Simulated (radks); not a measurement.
All-electron atom: Mo10+ in [Ar] 3d10 4s2 4p2. Calculated with a radial shooting solver on a logarithmic mesh with Libxc functionals: Dirac Kohn-Sham, LDA (Slater exchange, Perdew-Wang correlation), spin-unpolarised, spherical densities, finite nucleus; open shells fill j = l - 1/2 first; Fermi nuclear charge, rms radius 4.4091 fm.

Spin-orbit splittings of the eigenvalues, e(l+1/2) - e(l-1/2), with zeta = 2 splitting/(2l+1) and mean radii in bohr:

shell  occ.  splitting (eV)  zeta (eV)  <r> j=l-1/2  <r> j=l+1/2
2p        6               ?          ?       0.1308       0.1353
3p        6           17.76      11.84       0.4213       0.4316
3d       10           3.400      1.360       0.4083       0.4116
4p        2           3.608      2.405        1.050        1.068
4d        0          0.6059     0.2424        1.179        1.184

Estimate the 2p splitting.

Answer. 106.5 eV (zeta = 70.99 eV).
